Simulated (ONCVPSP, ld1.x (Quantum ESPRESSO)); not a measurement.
# Potentials for P compared

Generated with ld1.x 7.5 (TM, RRKJ, ultrasoft, PAW), atompaw 4.2 or ONCVPSP 4.0.1. The cutoff is in Ry: for ld1.x and atompaw files where the sum of valence levels is converged to 10 mRy in a Bessel basis, for ONCV files where the hardest occupied wave has 1 mHa per electron of residual kinetic energy. The error is the largest all-electron minus pseudo excitation energy over each file’s own four to seven test configurations (ionisations up to +4, promotions, holes and added fractions of an electron), all of which were solved. The labels leave out finer settings (local radius, basis sizes, second energies), which also bear on the numbers. Spin-polarised tests are not counted. The rows are a selection from randomly drawn settings: files with unsolved tests, undetermined cutoffs or missed reference levels are left out.

A true bound ghost makes a file unfit for plane-wave use even where its test errors are small: the radial tests pick states by their node count and pass the ghost by.

| potential | cutoff (Ry) | largest error (meV) | bound ghosts |
| --- | --- | --- | --- |
| ONCV, PBE, scalar-relativistic, rc 1.15/1.40 (sp), local smoothed, core correction no, reference 3s2 3p3, qcut 4.4/5.7, projectors 2/3 | 100 | +163 | s, p |
| RRKJ, LDA (PZ), scalar-relativistic, rc 1.45/1.25 (sp), local p, core correction no, reference 3s2 3p2.75 | 70 | +119 | none |
| TM, LDA (PZ), scalar-relativistic, rc 1.65/1.45 (sp), local s, core correction no, reference 3s2 3p2.75 | 35 | +31 | none |
| TM semilocal, PBE, scalar-relativistic, rc 1.25/1.20/1.05 (spd), local p, core correction yes, reference 3s1.75 3p3.25 | 80 | +112 | none |

(1) Fill in the row for P: ultrasoft, LDA (PZ), scalar-relativistic, rc 1.40/1.75/1.40 (spd), local smoothed, core correction yes, reference 3s2 3p2.75.

(2) Fill in the row for P: ONCV, PBE, scalar-relativistic, rc 1.35/1.50/1.25 (spd), local smoothed, core correction yes, reference 3s2 3p3, qcut 5/5.2/9, projectors 2/1/1.

## Answers

(1) cutoff 18 Ry, largest error +55 meV, bound ghosts: none.

(2) cutoff 21 Ry, largest error +171 meV, bound ghosts: none.
